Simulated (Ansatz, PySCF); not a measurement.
Potential energy curve for Al(Me)2(H), SMILES [CH3][AlH][CH3] (C₂H₇Al). The Al1–C7 bond (Al1 also carries C, H; C7 carries H, H, H) is varied alone, starting from the PBE0/def2-SVP optimised geometry.

Methods: UKS-PBE0 = unrestricted PBE0/cc-pVDZ (Ansatz, an electronic-structure program); RKS-PBE0 = restricted PBE0/cc-pVDZ run with Ansatz; UKS-CAM-B3LYP = unrestricted CAM-B3LYP/cc-pVDZ in Ansatz; RKS-CAM-B3LYP = restricted CAM-B3LYP/cc-pVDZ run with Ansatz; UKS-PBE = unrestricted PBE/cc-pVDZ run with Ansatz; RKS-PBE = restricted PBE/cc-pVDZ (Ansatz); UKS-B3LYP/6-31G* = unrestricted B3LYP/6-31G*, spherical d in PySCF; RKS-B3LYP/6-31G* = restricted B3LYP/6-31G*, spherical d run with PySCF; UKS-M06-2X/6-31G* = unrestricted M06-2X/6-31G*, spherical d run with PySCF; RKS-M06-2X/6-31G* = restricted M06-2X/6-31G*, spherical d in PySCF 2.14.0.

Scanned distances (Å): 1.62, 1.71, 1.82, 1.91, 1.96, 2.01, 2.09, 2.20, 2.37, 2.56, 2.85, 3.19, 3.64, 4.13, 4.76, 5.65.

Task: Where does the unrestricted solution first break spin symmetry (<S²> of 0.01 or more)?

Result: UKS-PBE0: between 2.85 and 3.19 Å; UKS-CAM-B3LYP: between 2.85 and 3.19 Å; UKS-PBE: between 3.19 and 3.64 Å; UKS-B3LYP/6-31G*: between 3.19 and 3.64 Å; UKS-M06-2X/6-31G*: between 2.85 and 3.19 Å.

```
R / Å  <S²> UKS-PBE0  E(RKS-PBE0) − E(UKS-PBE0) / kcal/mol  <S²> UKS-CAM-B3LYP  E(RKS-CAM-B3LYP) − E(UKS-CAM-B3LYP) / kcal/mol  <S²> UKS-PBE  E(RKS-PBE) − E(UKS-PBE) / kcal/mol  <S²> UKS-B3LYP/6-31G*  E(RKS-B3LYP/6-31G*) − E(UKS-B3LYP/6-31G*) / kcal/mol  <S²> UKS-M06-2X/6-31G*  E(RKS-M06-2X/6-31G*) − E(UKS-M06-2X/6-31G*) / kcal/mol
-----  -------------  ------------------------------------  ------------------  ----------------------------------------------  ------------  ----------------------------------  ---------------------  ----------------------------------------------------  ----------------------  ------------------------------------------------------
1.62            0.00                                   0.0                0.00                                             0.0          0.00                                 0.0                   0.00                                                   0.0                    0.00                                                     0.0
1.71            0.00                                   0.0                0.00                                             0.0          0.00                                 0.0                   0.00                                                   0.0                    0.00                                                     0.0
1.82            0.00                                   0.0                0.00                                             0.0          0.00                                 0.0                   0.00                                                   0.0                    0.00                                                     0.0
1.91            0.00                                   0.0                0.00                                             0.0          0.00                                 0.0                   0.00                                                   0.0                    0.00                                                     0.0
1.96            0.00                                   0.0                0.00                                             0.0          0.00                                 0.0                   0.00                                                   0.0                    0.00                                                     0.0
2.01            0.00                                   0.0                0.00                                             0.0          0.00                                 0.0                   0.00                                                   0.0                    0.00                                                     0.0
2.09            0.00                                   0.0                0.00                                             0.0          0.00                                 0.0                   0.00                                                   0.0                    0.00                                                     0.0
2.20            0.00                                   0.0                0.00                                             0.0          0.00                                 0.0                   0.00                                                   0.0                    0.00                                                     0.0
2.37            0.00                                   0.0                0.00                                             0.0          0.00                                 0.0                   0.00                                                   0.0                    0.00                                                     0.0
2.56            0.00                                   0.0                0.00                                             0.0          0.00                                 0.0                   0.00                                                   0.0                    0.00                                                     0.0
2.85            0.00                                   0.0                0.00                                             0.0          0.00                                 0.0                   0.00                                                   0.0                    0.00                                                     0.0
3.19            0.05                                   0.0                0.15                                             0.3          0.00                                 0.0                   0.00                                                   0.0                    0.03                                                     0.0
3.64            0.64                                   6.0                0.68                                             8.3          0.32                                 0.7                   0.57                                                   4.1                    0.79                                                     8.9
4.13            0.88                                  16.3                0.90                                            20.8          0.74                                 6.0                   0.84                                                  12.8                    0.93                                                    22.8
4.76            0.97                                  27.6                0.98                                            35.0          0.92                                13.1                   0.96                                                  22.9                    0.98                                                    36.5
5.65            1.00                                  37.4                1.00                                            48.5          0.99                                19.2                   1.00                                                  31.8                    1.00                                                    48.1
```
